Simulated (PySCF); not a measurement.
Isomers of C4H9NSSi2. Computed with PBE0-D3(BJ)/def2-SVP geometry optimisation, gas phase in PySCF 2.14.0. One conformer each; no zero-point energy, no entropy. No frequencies were run at this level. Point groups hold within 0.08 Å.

Question: Rank from lowest to highest electronic energy at this level (kcal/mol).
A. `[SiH3]N([SiH3])c1cccs1`
B. `[SiH3]N([SiH3])c1ccsc1`
C. `[CH3:1][S:2][SiH2:3]/[CH:4]=[C:5](\[SiH3:6])[C:7]#[N:8]` with C1–S2–Si3–C4 178°, S2–Si3–C4–C5 178°

Answer: B (0.0), A (0.3), C (27.8).

As drawn, the lowest has an aromatic ring, which the highest lacks; the highest has a C≡N group, an Si–C bond and a C=C bond outside aromatic rings, which the lowest lacks. Neighbours under 2.5 kcal/mol apart ([SiH3]N([SiH3])c1ccsc1 and [SiH3]N([SiH3])c1cccs1) can change places with a better method, another conformer or zero-point energy.

```csv
SMILES,E (Eh),E rel (kcal/mol),dipole (D),point group,"A, B, C (MHz)"
[SiH3]N([SiH3])c1ccsc1,-1188.70295,0.0,0.53,C1,"2149, 794.1, 600.5"
[SiH3]N([SiH3])c1cccs1,-1188.70250,0.3,0.63,C1,"1960, 958.1, 655.3"
CS[SiH2]/C=C(\[SiH3])C#N,-1188.65864,27.8,4.95,near Cs,"2444, 490.5, 413.7"
```

Question: As an exercise, what shares would exp(−E/RT) give at 1000 K from these electronic energies alone (no entropy, no degeneracies)?

Answer: RT = 1.987 kcal/mol: [SiH3]N([SiH3])c1ccsc1 53.5 %, [SiH3]N([SiH3])c1cccs1 46.5 %, CS[SiH2]/C=C(\[SiH3])C#N under 0.1 %.
